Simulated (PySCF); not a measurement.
## Single point on KH⁺

State: ²Σ⁺ (doublet), unpaired electrons σ ↑.

An equivalent input (the run itself took its basis sets from the Basis Set Exchange, started from a PBE0 density and held the occupation σ 6α 5β, πx 2α 2β, πy 2α 2β):

```python
from pyscf import gto, dft
mol = gto.M(atom='K 0 0 0; H 0 0 3.26', basis={'K': 'aug-pcseg-1', 'H': 'aug-pcseg-1'},
            charge=1, spin=1, verbose=4, symmetry='C2v')
mf = dft.UKS(mol, xc='PBE0')
mf.grids.atom_grid = (80, 434)
mf.grids.prune = dft.gen_grid.treutler_prune
mf.irrep_nelec = {'A1': (6, 5), 'B1': (2, 2), 'B2': (2, 2)}
mf.conv_tol = 1e-9
mf.max_cycle = 60
mf.diis_space = 10
mf.kernel()
```

The log (some set-up lines and the per-cycle HOMO/LUMO lines removed):

```
******** <class 'pyscf.dft.uks_symm.SymAdaptedUKS'> ********
method = SymAdaptedUKS
damping factor = 0
level_shift factor = 0
DIIS = <class 'pyscf.scf.diis.CDIIS'>
diis_start_cycle = 1
diis_space = 10
diis_damp = 0
SCF conv_tol = 1e-09
SCF conv_tol_grad = None
SCF max_cycles = 60
number electrons alpha = 10  beta = 9
Set gradient conv threshold to 3.16228e-05
init E= -600.011746369174
cycle= 1 E= -600.011957474592  delta_E= -0.000211  |g|= 0.000232  |ddm|= 0.00461
cycle= 2 E= -600.011957507074  delta_E= -3.25e-08  |g|= 0.000141  |ddm|= 0.000463
cycle= 3 E= -600.01195751698  delta_E= -9.91e-09  |g|= 1.95e-05  |ddm|= 0.000131
cycle= 4 E= -600.011957517252  delta_E= -2.72e-10  |g|= 2.41e-06  |ddm|= 3.21e-05
Extra cycle  E= -600.011957517255  delta_E= -3.18e-12  |g|= 7.43e-07  |ddm|= 2.98e-06
converged SCF energy = -600.011957517255  <S^2> = 0.750001  2S+1 = 2.000001
```

Repeating this along the bond gives Re = 3.219 Å and ωe = 181 cm⁻¹.

A point of this curve took 0.55 CPU seconds beside 0.06 for the integrals (shared host).

The state was picked by a PBE0 search and need not be the measured ground state.
